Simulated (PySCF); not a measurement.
Level of theory: PBE0-D3(BJ)/def2-TZVP in PySCF. Isolated molecules, 0 K electronic values unless said otherwise. Excitations are Tamm–Dancoff values on a coarser integration grid. The basis has no diffuse functions, so Rydberg states are missing or too high.

Reference species (SMILES): `C1(=CC1)F` (neutral, multiplicity 1).

```json
{
  "dipole_moment": "1.11 D",
  "T1 excitation (TDA)": "4.54 eV",
  "HOMO": "-7.30 eV"
}
```

After one change: the dipole moment rises by 0.61 D; the T1 excitation (TDA) rises by 0.69 eV; the HOMO falls by 0.89 eV.

Q: Name the change that produced these shifts. The new species is one of these.
(A) `CC#CF`
(B) `C=C=CF`
(C) `C#CCF`

A: C, `C#CCF`
